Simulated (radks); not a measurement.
Q: Isoelectronic series with 18 electrons, all held in the configuration [Ar], which need not be the ground one along the series. Calculated with a radial shooting solver on a logarithmic mesh with Libxc functionals: Dirac Kohn-Sham, BLYP, spin-unpolarised, spherical densities, point nucleus. Total energies (hartree) and mean radii <r> (bohr):

| ion | E (hartree) | 3p3/2 | 3p1/2 | 3s1/2 | 2p3/2 |
|---|---|---|---|---|---|
| Ar | -529.43877 | 1.672 | 1.661 | 1.405 | 0.3776 |
| K+ | -602.15323 | 1.432 | 1.423 | 1.266 | 0.3514 |
| Ca2+ | -679.90022 | 1.262 | 1.254 | 1.151 | 0.3286 |
| Sc3+ | -762.67770 | 1.133 | 1.126 | 1.056 | 0.3085 |
| Ti4+ | -850.48961 | 1.030 | 1.023 | 0.9749 | 0.2908 |
| V5+ | -943.34345 | 0.9452 | 0.9387 | 0.9058 | 0.2749 |
| Cr6+ | -1041.24917 | 0.8743 | 0.8680 | 0.8459 | 0.2606 |
| Fe8+ | -1252.26501 | 0.7616 | 0.7554 | 0.7474 | 0.2361 |
| Co9+ | -1365.40310 | 0.7159 | 0.7097 | 0.7064 | 0.2255 |
| Ni10+ | -1483.64870 | 0.6755 | 0.6693 | 0.6696 | 0.2157 |
| Cu11+ | -1607.01876 | 0.6395 | 0.6334 | 0.6365 | 0.2068 |
| Zn12+ | -1735.53128 | 0.6073 | 0.6011 | 0.6065 | 0.1986 |
| Ga13+ | -1869.20530 | 0.5783 | 0.5720 | 0.5791 | 0.1909 |
| Ge14+ | -2008.06087 | 0.5519 | 0.5455 | 0.5541 | 0.1839 |
| As15+ | -2152.11902 | 0.5278 | 0.5214 | 0.5312 | 0.1773 |
| Se16+ | -2301.40182 | 0.5058 | 0.4993 | 0.5100 | 0.1712 |
| Br17+ | -2455.93231 | 0.4856 | 0.4790 | 0.4905 | 0.1655 |
| Kr18+ | -2615.73456 | 0.4669 | 0.4603 | 0.4723 | 0.1601 |
| Rb19+ | -2780.83368 | 0.4497 | 0.4429 | 0.4554 | 0.1551 |
| Sr20+ | -2951.25582 | 0.4336 | 0.4268 | 0.4397 | 0.1504 |
| Zr22+ | -3308.17913 | 0.4048 | 0.3977 | 0.4111 | 0.1418 |
| Nb23+ | -3494.73803 | 0.3917 | 0.3845 | 0.3981 | 0.1378 |

Estimate the row of Mn7+.

A: E (hartree) -1144.21858; 3p3/2 0.8139; 3p1/2 0.8077; 3s1/2 0.7936; 2p3/2 0.2478.
